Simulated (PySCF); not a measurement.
SnHFBr2, SMILES [F][SnH]([Br])[Br]. The structure is a stationary point at PBE-D3(BJ)/def2-SVP. The structure was generated by enumeration; whether it is a known compound was not checked. The def2 effective core potentials stand for the cores of Sn; spin–orbit coupling is left out.

Task: Give the equilibrium geometry at PBE-D3(BJ)/def2-SVP (PySCF confirms it by a frequency run) as Cartesian coordinates in Å, and its point group. (Estimate from the structure and the level; the computed values follow.)

Result: point group Cs.
```xyz
5

Sn     0.3154     0.6321     0.0000
F     -1.0133     2.0605     0.0000
Br    -0.1218    -0.7359    -2.0345
Br    -0.1218    -0.7359     2.0345
H      1.8743     1.3600     0.0000
```
